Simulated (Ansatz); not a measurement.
Breaking the Be1–Cl3 bond in BeClH (SMILES [BeH][Cl]) (multiplicity 1 held, fragments rigid). Energies count from the point at 1.806 Å.
Geometry at that point (charge 0, multiplicity 1):
```xyz
3

Be     0.00000     0.00000    -1.33527
H      0.00000     0.00000    -2.65794
Cl     0.00000     0.00000     0.47053
```

Unrestricted levels (U-) break spin symmetry where that is lower. Active spaces are followed from a long bond inwards. Levels need not reach the same state.

Correlated levels freeze the cores.

Codes used: Ansatz (a first-principles code). Values without a source in brackets are computed.

Q: Estimate the energy at R = 5.779 Å that U-PBE/aug-cc-pV(T+d)Z returns for this input.

A: 125.0 kcal/mol

Q: What energy at R = 5.779 Å does CASSCF(6,4)/aug-cc-pV(T+d)Z give?

A: 117.8 kcal/mol

Q: What is the computed energy at R = 5.779 Å (FIC-MRCISD+Q on CASSCF(6,4)/aug-cc-pV(T+d)Z)?

A: 132.9 kcal/mol

Doubts at one or more of the structures used: a spin-contaminated determinant (U-PBE/aug-cc-pV(T+d)Z); active orbitals that take no part (CASSCF(6,4)/aug-cc-pV(T+d)Z, FIC-MRCISD+Q on CASSCF(6,4)/aug-cc-pV(T+d)Z).
